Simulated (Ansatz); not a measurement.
Frontier orbitals of AlBF2GeH4 (`[BH2][Ge]([F])([F])[AlH2]`).

Charge 0, multiplicity 1. Correlated methods include outer-core shells of Ge, which these sets cover unevenly. Scalar relativity is left out up to krypton. All single points use the PBE0-D4/def2-TZVP geometry. Basis def2-TZVPP, Ansatz.

| functional | HOMO (eV) | LUMO (eV) | gap (eV) |
| --- | --- | --- | --- |
| PBE | -6.38 | -3.99 | 2.39 |
| BLYP | -6.25 | -3.81 | 2.44 |
| PBE0 | -7.54 | -3.03 | 4.51 |
| B3LYP | -7.34 | -3.23 | 4.11 |
| r2SCANh | -7.07 | -3.34 | 3.73 |
| BHLYP | -8.59 | -2.00 | 6.59 |
| ωB97M-V | -9.52 | -1.08 | 8.44 |

A quarter of exact exchange (PBE0) shifts PBE's HOMO by −1.16 eV and its LUMO by +0.96 eV; full exchange at long range (ωB97M-V) shifts them by −3.14 and +2.91 eV. The gap opens from 2.39 to 8.44 eV, since occupied levels lose self-interaction and empty ones feel all the electrons.

B3LYP here is the variant with VWN-RPA as its local correlation; programs differ in this.
